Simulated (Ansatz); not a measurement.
`[OH][GeH2][SiH2][SiH3]` + `C[Si](O)(O)Br` → `C[Si](O)(Br)O[SiH3]` + `[OH][GeH2][SiH3]`  (cleavage of the Si–Si bond)

Calculated with Ansatz (gas phase, PBE0-D4/def2-TZVP geometries, no zero-point term in ΔE). CBS: MP2 limit from def2 TZ/QZ plus the TZ coupled-cluster correction, frozen cores. DFT in def2-TZVPP. For Br, Ge outer-core shells are correlated without core-valence functions, which leaves a few kJ/mol of doubt a bond. Scalar relativity is left out up to krypton. Each species was taken in one conformer, which may not be the lowest.

```json
{"level": "LC-ωPBE", "ΔE (kJ/mol)": "-86.7"}
{"level": "RPA@PBE/def2-TZVPP", "ΔE (kJ/mol)": "-99.7"}
{"level": "MP2/def2-SVP", "ΔE (kJ/mol)": "-97.6"}
{"level": "CCSD/def2-TZVPP", "ΔE (kJ/mol)": "-100.4"}
```

Task: What does CCSD(T)/CBS give? (Best estimate.)

Result: Computed: -96.7 kJ/mol. The listed levels differ from it by 10.0, -3.0, -0.9, -3.7 kJ/mol.

Largest T1 diagnostic among the species: 0.013.

In def2-TZVPP, CCSD(T) changes the Hartree–Fock value by +27.6 kJ/mol (the triples alone add +4.0 kJ/mol) and MP2 by +21.6 kJ/mol. At CCSD(T), def2-SVP lies +3.5 kJ/mol from the extrapolated value and def2-TZVPP +0.3 kJ/mol.
